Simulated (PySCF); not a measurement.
Molecule: SMILES C([C]=O)C, doublet. Atoms near the plane z = 0.0 Å, at the CAM-B3LYP/def2-SVP optimised geometry (x, y, z in Å): C1 (0.9, 0.0, 0.0), C2 (-0.6, 0.0, 0.0), H5 (1.3, 0.5, -0.9), H6 (1.3, 0.5, 0.9), H7 (1.3, -1.0, 0.0), H8 (-1.1, 1.0, 0.0), H9 (-1.0, -0.5, -0.9).

Level of theory: unrestricted CAM-B3LYP/def2-TZVP in PySCF. Cells within 0.4 Å of a nucleus heavier than hydrogen are left out (blank, or x). The values are rescaled to run from 0 to 1.

```
|333333333333333333333333333|
|333333333333333333333333333|
|333333333333333333333333333|
|333333333333333333333333333|
|333333333333333333333333333|
|333333344444333333333333333|
|333333444444433333333333333|
|333334445554433333333333333|
|333334456765443322223333333|
|333334457986543222222333333|
|333334457987543211122333333|
|333334456787542100122333333|
|3333334456xx5321xx123333333|
|3333333333xxx33xxx333333333|
|3333333221xx1345xx654433333|
|333333322000134688765443333|
|333333322111234578865443333|
|333333332222234568965443333|
|333333333222334456655443333|
|333333333333334445554443333|
|333333333333333444444433333|
|333333333333333344444333333|
|333333333333333333333333333|
|333333333333333333333333333|
|333333333333333333333333333|
|333333333333333333333333333|
|333333333333333333333333333|
```
Scale: ten equal steps from 0.000 (start of '0') to 1.00 (end of '9'), in the order '0123456789'; x runs from -3.50 to 3.50, y from -3.50 (bottom) to 3.50 (top).

**Question.** Which quantity is mapped?
A. Laplacian of the electron density
B. an orbital amplitude
C. spin density
D. log10 of the electron density

**Answer.** B, an orbital amplitude. In full: HOMO−1 amplitude (α) (bohr^(-3/2)).
